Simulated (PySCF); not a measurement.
HO₃S, SMILES O=[S](=O)O, multiplicity 2. Atoms are numbered in the order given.

```xyz
5

O     -0.3615     1.4185     0.1159
S     -0.1544     0.0052    -0.2657
O     -0.9791    -1.0905     0.2629
O      1.4077    -0.3919     0.1396
H      1.9337     0.4283     0.1047
```
Charge 0, spin multiplicity 2.

The structure is a stationary point at B3LYP-D3(BJ)/def2-SVP. The isomer is the one that the SMILES or the coordinates give; other isomers of the formula were not compared. Other conformers were not sampled.

Computed with B3LYP/pcH-1 (PySCF).

Unrestricted Kohn–Sham, ⟨S²⟩ = 0.755. Hyperfine tensors hold the contact and dipolar terms, without spin-orbit corrections.

Computed hyperfine couplings:
```csv
nucleus,A(iso) (MHz),A(iso) (G),dipolar principal values (MHz)
17O no. 1,-13.4,-4.8,"-95.3, 46.6, 48.7"
33S no. 2,298.3,106.5,"-33.2, -31.6, 64.7"
17O no. 3,-13.0,-4.6,"-98.7, 48.8, 49.9"
17O no. 4,-38.0,-13.6,"-51.4, 24.9, 26.5"
1H no. 5,-9.6,-3.4,"-12.5, -3.1, 15.6"
```

### Question
And the g tensor (effective nuclear charges for spin-orbit coupling, GIAO)? (Estimate from the structure and the level; the computed values follow.)

### Answer
principal values 2.0022, 2.0028, 2.0091; isotropic 2.0047.
